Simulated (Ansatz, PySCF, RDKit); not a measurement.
Dimer: SiH4 (SMILES [SiH4]) (first 5 atoms) with H2S (SMILES S); geometry from B3LYP-D3(BJ)/def2-TZVP, rigid monomers moved along the line of their centres of mass till Si1···S6 is 3.39 Å.
(charge 0, multiplicity 1):
```json
[
 {"atom": "Si", "x (Å)": "0.0302", "y (Å)": "-0.0436", "z (Å)": "-0.2875"},
 {"atom": "H", "x (Å)": "-0.7053", "y (Å)": "1.1278", "z (Å)": "0.2390"},
 {"atom": "H", "x (Å)": "-0.1105", "y (Å)": "-0.0712", "z (Å)": "-1.7635"},
 {"atom": "H", "x (Å)": "-0.5450", "y (Å)": "-1.2861", "z (Å)": "0.2725"},
 {"atom": "H", "x (Å)": "1.4622", "y (Å)": "0.0588", "z (Å)": "0.0632"},
 {"atom": "S", "x (Å)": "0.1874", "y (Å)": "0.0477", "z (Å)": "3.0967"},
 {"atom": "H", "x (Å)": "-0.3325", "y (Å)": "1.2781", "z (Å)": "2.9623"},
 {"atom": "H", "x (Å)": "-1.0164", "y (Å)": "-0.5372", "z (Å)": "2.9918"}
]
```

Counterpoise-corrected where a basis set is named; no monomer relaxation. Rows marked so take none. RDKit's UFF carries no charges.

Correlated levels freeze the cores. CBS(a, b) extrapolates the correlation energy as X⁻³ and adds the Hartree–Fock energy of set b. Rows in 6-31G*, STO-3G carry no dispersion term and start afresh at each structure (6-31G* with six Cartesian d functions). MP2/6-31G* freezes PySCF's default core.

Run with Ansatz (an electronic-structure program) with Gaussian orbitals; PySCF for 6-31G* rows, STO-3G rows, the dispersion terms; RDKit for the force fields. Each number belongs to the level named beside it.

| level | interaction energy (kJ/mol) |
|---|---|
| MMFF94 | 21.3 |
| UFF | 3.8 |
| HF/STO-3G (no counterpoise) | 7.1 |
| HF/6-31G* (no counterpoise) | 11.3 |
| B3LYP-D3(BJ)/def2-TZVPPD | -2.3 |
| MP2/6-31G* | 9.7 |
| MP2/6-31G* (no counterpoise) | 5.2 |
| CCSD(T)/aug-cc-pV(T+d)Z | -0.4 |
| CCSD(T)/CBS(aug-cc-pV(D+d)Z, aug-cc-pV(T+d)Z) | [?] |

**Question.** What belongs in the gaps?

**Answer.** 
- CCSD(T)/CBS(aug-cc-pV(D+d)Z, aug-cc-pV(T+d)Z), interaction energy (kJ/mol): -1.6
